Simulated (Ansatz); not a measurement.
Consider the redistribution: `C[SiH](O)[SiH](O)O` + `[SiH3][SiH2][GaH2]` → `C[SiH](O)[GaH2]` + `O[SiH](O)[SiH2][SiH3]`.

Gas-phase electronic energies from Ansatz, PBE0-D4/def2-TZVP geometries. CBS: MP2 limit from def2 TZ/QZ plus the TZ coupled-cluster correction, frozen cores. Functionals use def2-TZVPP. B3LYP here is the variant with VWN-RPA as its local correlation; programs differ in this. For Ga outer-core shells are correlated without core-valence functions, which leaves a few kJ/mol of doubt a bond. Scalar relativity is left out up to krypton. Each species was taken in one conformer, which may not be the lowest.

`C[SiH](O)[SiH](O)O`:

```xyz
14

C     0.343    1.889   -1.029
Si    0.175    0.036   -0.853
O     1.659   -0.706   -0.673
Si   -0.833   -0.635    1.159
O    -1.839   -1.888    0.792
O     0.402   -1.052    2.168
H     0.842    2.325   -0.160
H    -0.645    2.348   -1.118
H     0.915    2.155   -1.922
H    -0.508   -0.489   -2.072
H     2.249   -0.730   -1.427
H    -1.593    0.400    1.911
H    -2.353   -2.268    1.506
H     1.186   -1.383    1.719
```

`[SiH3][SiH2][GaH2]`:

```xyz
10

Si    1.102   -1.126    0.790
Si   -0.304    0.738    0.599
Ga   -1.199    0.818   -1.632
H     1.694   -1.231    2.151
H     2.207   -1.030   -0.202
H     0.335   -2.371    0.509
H    -1.376    0.611    1.628
H     0.500    1.952    0.920
H    -2.543    0.083   -1.984
H    -0.417    1.556   -2.779
```

`C[SiH](O)[GaH2]`:

```xyz
11

C     1.119    1.154    0.262
Si    0.151   -0.446    0.343
O     0.805   -1.609   -0.652
Ga   -2.121   -0.271   -0.485
H     0.671    1.901    0.924
H     2.155    1.009    0.582
H     1.126    1.562   -0.752
H     0.207   -0.916    1.764
H     1.669   -1.955   -0.421
H    -2.498    0.754   -1.624
H    -3.283   -1.184    0.060
```

`O[SiH](O)[SiH2][SiH3]`:

Z-matrix (Å, degrees):
```
Si
O 1 1.648
Si 1 2.343 2 103.6
O 1 1.647 2 112.8 3 123.1
H 1 1.486 2 110.7 3 -121.9
H 2 0.959 1 117.8 3 173.6
Si 3 2.338 1 110.3 2 -45.6
H 3 1.491 1 109.5 2 -167.1
H 3 1.493 1 109.4 2 75.1
H 4 0.959 1 117.4 2 -68.0
H 7 1.488 3 111.2 1 -174.3
H 7 1.486 3 109.9 1 65.1
H 7 1.488 3 109.6 1 -54.4
```

| level | ΔE (kcal/mol) | difference from CCSD(T)/CBS |
| --- | --- | --- |
| r2SCAN-D4 | 3.0 | 0.4 |
| B3LYP-D4 | 2.6 | 0.0 |
| ωB97X-V | 2.5 | -0.1 |
| PBE | 2.8 | 0.2 |
| PBE0 | 2.7 | 0.1 |
| B3LYP | 2.4 | -0.2 |
| HF/def2-TZVPP | 1.8 | -0.8 |
| SCS-MP2/def2-TZVPP | 2.3 | -0.3 |
| SCS-MP2/def2-QZVPP | 2.3 | -0.3 |
| MP2/CBS(def2) | 2.6 | 0.0 |
| CCSD(T)/CBS | 2.6 | 0 |

Largest T1 diagnostic among the species: 0.014.

In def2-TZVPP, CCSD(T) changes the Hartree–Fock value by +0.8 kcal/mol (the triples alone add +0.1 kcal/mol) and MP2 by +0.8 kcal/mol.
